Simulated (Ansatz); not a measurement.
Reaction (silylene formation by 1,1-elimination): `C[SiH2][SiH2]O` → `O[SiH3]` + `C[SiH]`

Isolated molecules relaxed with PBE0-D4/def2-TZVP in Ansatz; ΔE leaves out vibrations. CBS: MP2 limit from def2 TZ/QZ plus the TZ coupled-cluster correction, frozen cores. This one scheme is used for every species. DFT in def2-TZVPP. B3LYP here is the variant with VWN-RPA as its local correlation; programs differ in this. HSE06 is defined as in plane-wave codes. Each species was taken in one conformer, which may not be the lowest.

Q: Is it downhill or uphill in electronic energy at CCSD(T)/CBS, and by how much? (Estimate.)

A: The calculation gave: Uphill: ΔE = +2.34 eV.

Q: What do these levels give: LDA (SPW92), PBE-D4, r2SCAN-D4, B97M-V, PBE0-D4, HSE06-D4, ωB97X-V, PBE, r2SCAN, B3LYP, BHLYP, MP2/def2-QZVPP? (Best estimate.)

A: The calculation gave: LDA (SPW92) 2.70, PBE-D4 2.49, r2SCAN-D4 2.57, B97M-V 2.37, PBE0-D4 2.55, HSE06-D4 2.54, ωB97X-V 2.46, PBE 2.39, r2SCAN 2.54, B3LYP 2.17, BHLYP 2.25, MP2/def2-QZVPP 2.44 eV.

Q: What do rigid-rotor, harmonic-oscillator terms from PBE0-D4/def2-TZVP frequencies (298.15 K, 1 bar) make of the CCSD(T)/CBS value? (Estimate.)

A: Computed: ΔZPE = -0.13 eV, ΔH = +2.23 eV, ΔS = 159 J/(mol·K), ΔG = +1.74 eV.

Largest T1 diagnostic among the species: 0.012.

At CCSD(T), def2-SVP lies −0.18 eV from the extrapolated value and def2-TZVPP −0.06 eV. From BLYP to BHLYP (50 % exact exchange), in def2-TZVPP and without D4, ΔE moves by +0.20 eV. Leaving LDA and LC-ωPBE aside and taking each functional with its dispersion term where it has one, the values, not all of them listed here, spread over 0.36 eV, from BLYP-D4 to r2SCAN0-D4. LDA lies +0.31 eV from PBE without D4.
